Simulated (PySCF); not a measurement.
## Ionising Sn2

r²SCAN; Sn def2-SVP with ECP28; scalar-relativistic core potentials (PySCF 2.14). Neutral (UKS): triplet (π ↑↑), Re = 2.772 Å, ωe = 191 cm⁻¹, De = 2.45 eV, HOMO -4.47 eV, LUMO -3.68 eV.

Sn₂⁺ (UKS): quartet (σ ↑, π ↑↑), Re = 2.796 Å, ωe = 169 cm⁻¹, De = 2.93 eV to Sn⁺ + Sn. The energies at the minima are -428.74199 hartree for Sn2 and -428.48717 for Sn₂⁺.

Q: Work out the adiabatic ionisation energy, without and with harmonic zero-point energies (1 hartree = 27.2114 eV, 1 eV = 8065.5 cm⁻¹), and the change of the bond length.

A: At r²SCAN: 0.25482 hartree = 6.934 eV between the minima; the zero-point term (169.0 − 191.0)/2 cm⁻¹ = -0.001 eV makes it 6.933 eV. Re changes by +2.4 pm against the neutral. The electron leaves a σ orbital, and the small change of length marks it as nearly non-bonding.

These are scalar-relativistic numbers at best; spin–orbit coupling would shift them, the dissociation energy most. States were picked by a PBE0 search and need not be the measured ground states.
